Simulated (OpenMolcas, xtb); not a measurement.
# C2H5NSi (SMILES C[SiH2]C#N): the dipole moment, rung by rung

C2H5NSi: 9 atoms, total charge 0, spin state singlet. SMILES: `C[SiH2]C#N`. The coordinates come from a PBE0-D4/def2-TZVP relaxation.

Quantity: the dipole moment, in D. The values are calculated.

```csv
level,kind,program,value (D)
GFN2-xTB,semi-empirical,xtb,3.82
HF/cc-pVDZ,Hartree–Fock,OpenMolcas,4.00
SVWN5/cc-pVDZ,LDA,OpenMolcas,3.80
BLYP/cc-pVDZ,GGA,OpenMolcas,3.67
r2SCAN/cc-pVDZ,meta-GGA,OpenMolcas,3.82
B3LYP/cc-pVDZ,global hybrid,OpenMolcas,3.77
```

The values span 3.67 to 4.00 D. Magnitudes only.
